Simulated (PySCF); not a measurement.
Compound: CH6B3N3S.
Numbering: `[S:1]=[CH:2][B:3]1[NH:4][BH:5][NH:6][BH:7][NH:8]1` (hydrogens: H9 on C2; H10 on N4; H11 on B5; H12 on N6; H13 on B7; H14 on N8)

Computed, not measured: PySCF, PBE0-D3(BJ)/def2-SVP geometry optimisation, gas phase.

**Question.** List the bond lengths, angles and torsions at this level.

**Answer.** 
```tsv
bond	length (Å)
S1=C2	1.623
C2–B3	1.584
B3–N4, B3–N8	1.424
N4–B5, B7–N8	1.427
B5–N6, N6–B7	1.427
C2–H9	1.105
N4–H10, N8–H14	1.014
B5–H11, B7–H13	1.209
N6–H12	1.011
```

Bonds in one row agree within 0.01 Å and their mean is given. A selection of angles:
```tsv
angle	degrees
S1–C2–B3	123.5
C2–B3–N4	120.4
C2–B3–N8	121.4
N4–B3–N8	118.1
B3–N4–B5	122.6
N4–B5–N6	117.0
B5–N6–B7	123.0
B3–N8–B7	122.0
H10–N4–B3	116.5
H10–N4–B5	121.0
H12–N6–B5	118.5
H12–N6–B7	118.5
```

Torsions: S1–C2–B3–N4 0° (synperiplanar); C2–B3–N4–B5 180° (antiperiplanar); B3–N4–B5–N6 0° (synperiplanar); N4–B5–N6–B7 0° (synperiplanar); B5–N6–B7–N8 0° (synperiplanar); N6–B7–N8–B3 0° (synperiplanar); C2–B3–N8–B7 180° (antiperiplanar).

B5 (three-coordinate boron) is planar (angles 121.7°, 121.3° and 117.0°, sum 360.0°, 0.00 Å off the plane of its three neighbours). Of the pairs four or more bonds apart, S1···H10 is among the closest relative to their van der Waals radii: 2.74 Å, 91 % of the sum of Bondi's values. N4 (boron-bound nitrogen) is planar (angles 122.6°, 121.0° and 116.5°, sum 360.0°, 0.00 Å off the plane of its three neighbours). N6 (boron-bound nitrogen) is planar (angles 123.0°, 118.5° and 118.5°, sum 360.0°, 0.00 Å off the plane of its three neighbours). The 8 heavy atoms lie in one plane (0.002 Å rms). B3 (three-coordinate boron) is planar (angles 121.4°, 120.4° and 118.1°, sum 360.0°, 0.00 Å off the plane of its three neighbours). The 6-membered ring B3–N4–B5–N6–B7–N8 has internal angles of 117.0° to 123.0°; it is planar, 0.00 Å rms from its mean plane, widest ring torsion 0°.

Point group: Cs (every atom within 0.08 Å of its image). Not checked by PBE0-D3(BJ)/def2-SVP frequencies. One conformer, not necessarily the lowest.

On an Intel Xeon 6975P-C with one thread, on a shared host, this took 44 s and 0.71 GiB of memory at its peak. That covers the optimisation of the geometry.
